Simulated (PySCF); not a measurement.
# Structure revision by computed shifts

A compound C$_{7}$H$_{9}$FO gives the data below (simulated from a calculation) and was assigned the structure `O=C1C[C@@H]2C[C@@H](F)[C@H]1C2`.

¹³C{¹H} NMR (computed): δ 218.0 (C), 72.9 (CH), 60.1 (CH), 45.9 (CH2), 22.5 (CH), 19.4 (CH2), 13.0 (CH2).

¹H NMR (500 MHz, computed): δ 4.59 (m, 1H), 3.14 (m, 1H), 3.06 (m, 1H), 2.99 (m, 1H), 2.32 (m, 1H), 1.68 (m, 1H), 0.89 (m, 1H), 0.80 (m, 1H), 0.76 (m, 1H).

Relativity neglected, one computed conformer, no solvent. GFN2-xTB structure; PBE0/pcSseg-1 with gauge-including orbitals; PySCF 2.14.0 with density-fitted response routines.

Shifts are taken against calculated references (same method and geometry level): TMS for ¹H (σref 31.72), ¹³C (σref 186.93).

Question: Compare with the shifts computed for the proposed structure, pairing carbons in order of shift.

Answer: Atom-mapped SMILES (the numbers label the heavy atoms): `[O:1]=[C:2]1[CH2:3][C@@H:4]2[CH2:5][C@@H:6]([F:7])[C@H:8]1[CH2:9]2`. Each H is labelled by its parent atom.

```csv
atom,computed for proposal,given list,difference
C2,217.9,218.0,-0.1
C6,94.8,72.9,+21.9
C8,62.3,60.1,+2.2
C3,47.2,45.9,+1.3
C5,42.9,22.5,+20.4
C4,37.5,19.4,+18.1
C9,36.3,13.0,+23.3
```

The rms difference is 15.9 ppm and the largest +23.3 ppm at C9 (sp3 CH2 in a ring). The carbon types in order of shift don't match either: C, CH, CH, CH2, CH2, CH, CH2 for the proposal against C, CH, CH, CH2, CH, CH2, CH2 in the data. The proposal doesn't fit.

Question: Which isomer fits?

Answer: `O=C1CC[C@@H]1[C@@H]1C[C@@H]1F`.

1. Carbon types of the structure: 1 × C, 3 × CH, 3 × CH2, which accounts for all hydrogens.
2. δC 218.0: ketone carbonyl carbon; the double bond to the heteroatom, with no lone-pair donor beside it, deshields it most.
3. δC 72.9, 22.5, 13.0: three-membered-ring carbon.
4. δC 60.1: sp3 CH α to a carbonyl.
5. δH 4.59, 0.89, 0.80, 0.76: hydrogen on a three-membered-ring carbon.

Other isomers checked: O=C1C[C@@H]2C[C@H](F)[C@H]1C2 (rms 15.9 ppm); C=C[C@@]1(C)C[C@H]1C(=O)F (rms 40.6 ppm).

This is the structure that produced the data. Such data don't tell enantiomers apart.

Splittings by ¹⁹F in the carbon and heteronuclear signals aren't shown, as no couplings were computed. Shifts are as computed. Against solution values, carbons near 30 ppm lie about +3 ppm off and those near 130 ppm about +5 ppm (rms about the fit 2.1 ppm; single classes can miss by 10 ppm). Of 1328 compounds with measured shifts, 309 miss one by over three times the rms of a fit or turn the order of signals round; such compounds aren't used in these exercises. Signals without a measured value on file couldn't be tested in this way; 1H shifts scatter by 0.2 ppm about their fit, and single ones miss by 0.5 ppm. Multiplicities follow the n + 1 count of equivalent neighbours, as no J values were calculated; m marks all less simple cases, F and P coupling included.
